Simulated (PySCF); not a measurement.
Species: C4H11OPSi.
Atom-mapped SMILES: `[O:1]=[P@@H:2]1[CH2:3][CH2:4][C@@H:5]([SiH3:6])[CH2:7]1` (hydrogens: H8 on P2; H9, H10 on C3; H11, H12 on C4; H13 on C5; H14, H15, H16 on Si6; H17, H18 on C7)

Structure used (GFN2-xTB), in Å, numbered top down from 1:
```
atom  x, y, z in Å
O1    -2.8929    1.1941    0.0745
P2    -1.5568    0.8069   -0.3851
C3    -1.2039   -0.9966   -0.4810
C4    -0.1555   -1.2165    0.6091
C5     0.7660    0.0063    0.6300
Si6    1.8990    0.1015   -0.9005
C7    -0.1568    1.2172    0.7197
H8    -1.2294    1.3302   -1.6370
H9    -0.8190   -1.2744   -1.4623
H10   -2.1234   -1.5527   -0.2927
H11    0.4052   -2.1386    0.4455
H12   -0.6608   -1.2989    1.5767
H13    1.3972   -0.0409    1.5249
H14    1.1480    0.3302   -2.1353
H15    2.8170    1.2214   -0.6886
H16    2.6182   -1.1692   -0.9977
H17    0.3275    2.1572    0.4538
H18   -0.5884    1.3290    1.7211
```

Theory: PySCF, TDDFT PBE0/def2-SVPD, vertical, gas phase, core orbitals frozen in the response.

Frontier orbitals with the atoms that hold most of them (Löwdin shares over 4%, at most four atoms; ? is withheld):

```csv
orbital,ε (eV),atoms
LUMO+2,0.69,"Si6 39%, H15 11%, H16 8%, H14 7%"
LUMO+1,0.36,"P2 14%, Si6 13%, H8 10%, H14 10%"
LUMO,0.03,?
HOMO,-7.61,"O1 58%, P2 14%, C7 10%, C3 9%"
HOMO-1,-7.73,?
HOMO-2,-8.71,"C5 31%, Si6 21%, C4 10%, C7 8%"
HOMO-3,-9.83,"Si6 24%, H15 21%, C5 14%, C4 10%"
```

Task: Give the leading atoms of the LUMO.

Result: Si6 (bonded to C and 3 H) 26%; H16 (bonded to Si) 7%; H15 (bonded to Si) 7%; C5 (bonded to 2 C, Si and H) 7%. By element: silicon 26%, hydrogen 14% or more, carbon 7% or more.

Task: Which atoms hold the HOMO-1, and with what shares?

Result: O1 (bonded to P) 62%; P2 (bonded to 2 C, O and H) 17%; H8 (bonded to P) 9%.

Task: The HOMO–LUMO gap is 7.64 eV. Where does the response calculation put the lowest singlet, and from which orbitals?

Result: S1 is at 6.58 eV (f = 0.0008), 1.07 eV below the gap, made of HOMO→LUMO (63%), HOMO→LUMO+1 (28%). Without the coupling terms of the response equations the lowest excitation would equal the gap.

Next come S2 at 6.70 eV (f 0.0018), HOMO-1→LUMO+1 (50%), HOMO-1→LUMO (33%); S3 at 6.72 eV (f 0.0058), HOMO→LUMO+1 (55%), HOMO→LUMO (30%); S4 at 6.90 eV (f 0.0095), HOMO-1→LUMO (61%), HOMO-1→LUMO+1 (29%); S5 at 7.34 eV (f 0.016), HOMO→LUMO+3 (85%).

Löwdin shares depend on the basis, the more so with diffuse functions.

One conformer stands for the species.
